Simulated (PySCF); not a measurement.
Computed structure and properties of [Sm(PH3)]2+

System: [Sm(PH3)]2+ (singlet in the valence; each metal's 4f electrons, 6 of them, lie in its core potential, out of spins and levels); start: template (C3v). Method: PySCF 2.14.0, RKS PBE0, Sm lcecp-0-SVP with ECP52, P def2-SVP, H def2-SVP; non-relativistic Hamiltonian with scalar-relativistic core potentials where named; density fitting; no spin-orbit coupling.

Input of the relaxation:

```python
mol = gto.M(atom='''
Sm    -0.00000    -0.00000    -0.57850
P      0.00000     0.00000     2.51900
H      1.21001    -0.00000     3.26220
H     -0.60500     1.04790     3.26220
H     -0.60501    -1.04789     3.26220''',
    basis={'Sm': 'lcecp-0-SVP', 'P': 'def2-SVP', 'H': 'def2-SVP'},
    ecp={'Sm': 'lcecp-0-SVP'},
    charge=2, spin=0)
mf = dft.RKS(mol, xc='PBE0')
mf.grids.atom_grid = (50, 194)  # f atoms: unpruned, at least (60, 302)
mf = mf.density_fit()  # fitting sets: Sm AutoAux, P def2-universal-JKFIT, H def2-universal-JKFIT
mf.conv_tol = 1e-08; mf.max_cycle = 55
mf.kernel(dm0)  # dm0: converged density of the start geometry
# quasi-Newton relaxation in Cartesian coordinates to a largest gradient under 0.00045 Eh/bohr, steps kept in the point group
```

Run from Python with OMP_NUM_THREADS=2; the lines above give its settings. Where DIIS fails, smearing, a level shift and second-order steps follow.
It took 7.9 s on 2 threads of Arm Neoverse V1 (shared host), from the converged density of the start.

Course of the relaxation:

| step | energy above end (eV) | largest force component within the symmetry (eV/Å) |
| --- | --- | --- |
| 0 | 0.0713 | 1.053 |
| 1 | 0.0100 | 0.561 |
| 2 | 0.0006 | 0.135 |
| 3 | 0.0002 | 0.031 |
| 4 | 0.0001 | 0.020 |
| 5 | 0.0000 | 0.015 |

Relaxed geometry (C3v):

```xyz
5

Sm    0.0000    0.0000   -0.5651
P     0.0000    0.0000    2.5946
H     1.2664    0.0000    3.2325
H    -0.6332    1.0967    3.2325
H    -0.6332   -1.0967    3.2325
```

| contact | Å |
| --- | --- |
| Sm1–P2 (PH3) | 3.160 |

On the finer grid (75, 302):

- HOMO: not given (4f levels lie in the core)
- LUMO: not given (4f levels lie in the core)
- Dipole about the centre of mass: 0.07 D
- Set of Mulliken populations of Sm1 outside the core potential: s 2.13, p 6.05, d 0.16, f 0.00
- D3(BJ) dispersion energy (not in the energies): -0.129 eV

```
atom  Mulliken (e)  Löwdin (e)  spin (e)
 Sm1          1.65        1.50      0.00
  P2         -0.12        0.37      0.00
  H3          0.16        0.05      0.00
  H4          0.16        0.05      0.00
  H5          0.16        0.05      0.00
```

The 4f levels lie in the core potential and are missing. Their spin isn't counted.

A rough frequency check found all modes real, so this is a minimum.

Taking off one PH3 (charge 0, singlet; the rest: singlet) in vacuum, both parts rigid, costs 1.96 eV; the small basis without counterpoise inflates it. Parting with an electron moved from the ligand to the metal can be far cheaper, even downhill.

Rigid scan of PH3 along the line from its metal:

```tsv
distance to P2 (Å)	energy (eV)
2.86	0.190
2.96	0.076
3.06	0.017
3.16	0.000
3.26	0.013
3.36	0.048
3.56	0.161
```

One start shape was tried, so this needn't be the lowest isomer.

An lcecp potential fixes the number of 4f electrons, so in runs with it no electron can move into or out of that shell.
